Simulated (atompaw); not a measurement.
## Pseudopotential generation for Si (Z = 14): PAW (atompaw), LDA (PW92), non-relativistic.

- Element: silicon (Si)
- Generator: atompaw 4.2.0.5
- Type: PAW
- Functional: LDA (PW92)
- Relativity: non-relativistic
- Frozen core: [Ne]
- Valence charge: 4
- Reference configuration: 3s2 3p0.5 (charge +1.5)
- Partial waves: 3s (bound); 3s channel at -0.55 Ry; 3p (bound); 3p channel at 2.2 Ry
- Local potential: troulliermartins scheme with l = 2 at 0 Ry, radius 1.50 bohr
- Core correction: smooth core density matched at 1.20 bohr
- Augmentation charge: sinc compensation charge, radius 1.75 bohr; PAW radius 1.95 bohr; waves and projectors: bloechl

Poles of the logarithmic derivatives, all-electron (AE) and pseudo (PS). s: poles at 1.2 (AE) and 1.2 (PS) Ry. p: poles at 2.1 (AE) and 2.1 (PS) Ry. Test radius 1.96 bohr.

- Cutoffs needed: 21 Ry and 55 Ry (the cutoffs (Ry, on a coarse ladder) from which the occupation-weighted sum of valence levels, in a spherical-Bessel basis at the reference potential, stays within 10 and 1 mRy of its value at 400 Ry)
- Ghost test: ghost state, extra bound levels that the all-electron valence spectrum of the same l lacks: s at -28.3 eV; a true bound ghost makes a file unfit for plane-wave use (spherical-Bessel basis up to 400 Ry, 20 bohr box)
- Lowest eigenvalue of the overlap operator: 0.00 (s channel)
- Overlap eigenvalues printed by atompaw (projector basis): 0.00224, 0.0107, 0.846, 3.33
- Share of each valence orbital outside the PAW sphere: 3s 48 %, 3p 62 %
